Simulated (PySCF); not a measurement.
# Exact mass, isotope pattern and composition

Species: `[SiH2]1[SiH2][Si@H](N)[SiH2][SiH2][Si@H]1O`.

Calculated from isotope tables alone.

Question: Molar mass and exact mass?

Answer: For H13NOSi6, with standard atomic weights, 1 × 14.007 + 6 × 28.085 + 1 × 15.999 + 13 × 1.008 = 211.620 g/mol. From the most abundant isotopes (14N, 28Si, 16O, 1H), 1 × 14.003074 + 6 × 27.976927 + 1 × 15.994915 + 13 × 1.007825 = 210.9613 u.

Question: Give the isotope pattern of the molecular ion M+•, merging species of the same nominal mass.

Answer: 
```
nominal mass  m/z (centroid)  relative intensity
         211        210.9607               100.0
         212        211.9603                31.0
         213        212.9580                24.3
         214        213.9573                 5.6
         215        214.9552                 2.3
         216        215.9544                 0.4
         217        216.9522                 0.1
```

Cut off at 0.1 %. One electron mass, 0.00055 u, is taken off.

Question: Double-bond equivalents and nitrogen rule?

Answer: (2 × 6 + 2 + 1 − 13)/2 = 1; the structure has 1 ring and 0 π bonds. The nominal mass 211 is odd, with 1 nitrogen, as the rule says.

Question: Which m/z would the protonated, sodiated and deprotonated molecule have?

Answer: [M+H]+ 211.9685, [M+Na]+ 233.9505, [M−H]− 209.9540, for the monoisotopic species (arithmetic only; whether such ions form is another matter).

Question: List the species in which a single atom is changed from its most abundant isotope.

Answer: Intensity in % of the monoisotopic species:

| isotope | mass shift (u) | m/z | intensity (%) |
| --- | --- | --- | --- |
| 15N | +0.99703 | 211.9578 | 0.37 |
| 29Si | +0.99957 | 211.9603 | 30.47 |
| 17O | +1.00422 | 211.9649 | 0.04 |
| 2H | +1.00628 | 211.9670 | 0.15 |
| 30Si | +1.99684 | 212.9576 | 20.08 |
| 18O | +2.00425 | 212.9650 | 0.21 |

Species under 0.02 % are left out.
